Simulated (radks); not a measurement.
All-electron atom: Cu+ in [Ar] 3d10 (the NIST ground configuration). Method: Dirac Kohn-Sham, LDA (Slater exchange, VWN5 correlation), spin-unpolarised, spherical densities, finite nucleus; Fermi nuclear charge, rms radius 3.8823 fm; computed with a radial shooting solver on a logarithmic mesh with Libxc functionals. Some entries of the table are withheld. Estimate them.

orbital,occ.,eigenvalue (eV),r(max) (bohr)
1s1/2,2,-8839.718,0.03416
2s1/2,2,-1068.455,(1)
2p1/2,2,(2),0.1563
2p3/2,4,(3),0.1591
3s1/2,2,-122.8079,0.6143
3p1/2,2,(4),0.6143
3p3/2,4,(5),0.6225
3d3/2,4,-14.1758,0.5990
3d5/2,6,-13.9014,0.6022
4s1/2,0,-12.1502,2.116
4p1/2,0,(6),(7)
4p3/2,0,(8),(9)

Answer. 
(1) 2s1/2 r(max) (bohr): 0.1970
(2) 2p1/2 eigenvalue (eV): -938.2689
(3) 2p3/2 eigenvalue (eV): -917.8166
(4) 3p1/2 eigenvalue (eV): -82.4714
(5) 3p3/2 eigenvalue (eV): -79.8857
(6) 4p1/2 eigenvalue (eV): -6.6931
(7) 4p1/2 r(max) (bohr): 2.701
(8) 4p3/2 eigenvalue (eV): -6.5931
(9) 4p3/2 r(max) (bohr): 2.737
